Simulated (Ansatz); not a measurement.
`C[S][GaH2]` → `[CH2]` (triplet) + `[SH][GaH2]`  (formal loss of a carbene)

Isolated molecules relaxed with PBE0-D4/def2-TZVP in Ansatz; ΔE leaves out vibrations. CCSD(T)/CBS adds triple-zeta CCSD(T) − MP2 to the extrapolated MP2 energy (def2 sets, frozen cores). This one scheme is used for every species. DFT in def2-TZVPP. Triplets are unrestricted, without spin–orbit coupling. For Ga outer-core shells are correlated without core-valence functions, which leaves a few kJ/mol of doubt a bond. Scalar relativity is left out up to krypton.

`C[S][GaH2]`:

Z-matrix (Å, degrees):
```
C
S 1 1.818
H 1 1.089 2 111.5
H 1 1.090 2 108.9 3 120.6
H 1 1.090 2 108.9 3 -120.6
Ga 2 2.184 1 103.3 3 -0.1
H 6 1.565 2 116.4 1 0.0
H 6 1.559 2 116.6 1 -180.0
```

`[CH2]` (triplet):

Z-matrix (Å, degrees):
```
C
H 1 1.079
H 1 1.079 2 134.9
```

`[SH][GaH2]`:

Z-matrix (Å, degrees):
```
Ga
S 1 2.199
H 1 1.559 2 115.2
H 1 1.560 2 118.1 3 -180.0
H 2 1.343 1 95.0 3 180.0
```

```
             level  ΔE (kJ/mol)  difference from CCSD(T)/CBS
           BLYP-D4        414.6                         -4.0
         r2SCAN-D4        396.0                        -22.6
        r2SCAN0-D4        390.5                        -28.1
           ωB97X-V        427.2                          8.6
           ωB97M-V        419.0                          0.4
            B2PLYP        408.1                        -10.5
              PBE0        410.6                         -8.0
           r2SCANh        391.9                        -26.7
         CAM-B3LYP        407.5                        -11.1
           LC-ωPBE        404.3                        -14.3
       HF/def2-SVP        265.1                       -153.5
      MP2/def2-SVP        399.4                        -19.2
  CCSD(T)/def2-SVP        389.7                        -28.9
     HF/def2-TZVPP        265.8                       -152.8
    MP2/def2-TZVPP        418.3                         -0.3
CCSD(T)/def2-TZVPP        404.1                        -14.5
       CCSD(T)/CBS        418.6                            0
```

Largest T1 diagnostic among the species: 0.013.

The D4 term adds +10.7 kJ/mol with B3LYP and +5.6 kJ/mol with PBE0; it sums over pairs of atoms, weighted by their polarisabilities, and B3LYP, whose exchange is more repulsive, gets the larger term. In def2-TZVPP, CCSD(T) changes the Hartree–Fock value by +138.3 kJ/mol (the triples alone add +12.6 kJ/mol) and MP2 by +152.5 kJ/mol.

B3LYP here is the variant with VWN-RPA as its local correlation; programs differ in this.
